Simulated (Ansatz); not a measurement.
Relaxation of BrH7Si2 (10 atoms, charge 0, multiplicity 1), to a largest force component of 0.03 eV/Å in at most 50 steps.

Theory: RKS PBE/def2-SVP (Ansatz).

```xyz
10
Properties=species:S:1:pos:R:3:forces:R:3
Si -0.513 0.113 -0.583 -0.30 -0.45 0.02
H 0.322 0.927 1.818 1.07 1.42 -0.59
Si 1.817 -0.290 -0.468 0.00 0.06 0.00
H 2.088 -1.595 0.226 -0.03 0.00 -0.01
H 2.368 -0.343 -1.868 0.01 0.00 0.00
H 2.500 0.822 0.282 0.03 0.00 -0.01
H -0.928 1.504 -0.191 0.03 -0.02 -0.02
H -1.009 -0.161 -1.977 -0.01 0.03 0.01
Br -1.619 -1.389 0.754 0.11 0.21 -0.32
H -0.063 0.410 2.144 -0.91 -1.25 0.92
```

**Question.** Where does it end, and by what steps?

**Answer.** The forces met the threshold. The force dipped under the threshold on the way, but the program's further checks kept it going. After 18 steps the energy has fallen by 0.216 eV; H2 moved furthest, 1.46 Å.

| step | energy less start (eV) | largest force component (eV/Å) | accepted |
| --- | --- | --- | --- |
| 0 | 0.0000 | 1.418 | yes |
| 1 | -0.1176 | 0.150 | yes |
| 2 | -0.1516 | 0.092 | yes |
| 3 | -0.1671 | 0.034 | yes |
| 4 | -0.0939 | 0.741 | no |
| 5 | -0.1719 | 0.026 | yes |
| 6 | -0.1738 | 0.205 | yes |
| 7 | -0.1821 | 0.027 | yes |
| 8 | -0.1769 | 0.518 | no |
| 9 | -0.1877 | 0.065 | yes |
| 10 | -0.1924 | 0.106 | yes |
| 11 | -0.1955 | 0.213 | yes |
| 12 | -0.2031 | 0.132 | yes |
| 13 | -0.2111 | 0.039 | yes |
| 14 | -0.2060 | 0.163 | no |
| 15 | -0.2130 | 0.029 | yes |
| 16 | -0.2149 | 0.059 | yes |
| 17 | -0.2155 | 0.055 | yes |
| 18 | -0.2159 | 0.030 | yes |

```xyz
10
Properties=species:S:1:pos:R:3
Si -0.553 -0.082 -0.952
H 0.503 1.328 3.214
Si 1.767 -0.372 -0.683
H 2.081 -1.843 -0.619
H 2.500 0.241 -1.850
H 2.214 0.294 0.590
H -0.941 1.370 -0.982
H -1.060 -0.741 -2.205
Br -1.596 -1.045 0.803
H 0.046 0.851 2.820
```

Run time: 28 s on 2 threads of Arm Neoverse V2, on a shared host, peak memory 0.14 GiB.
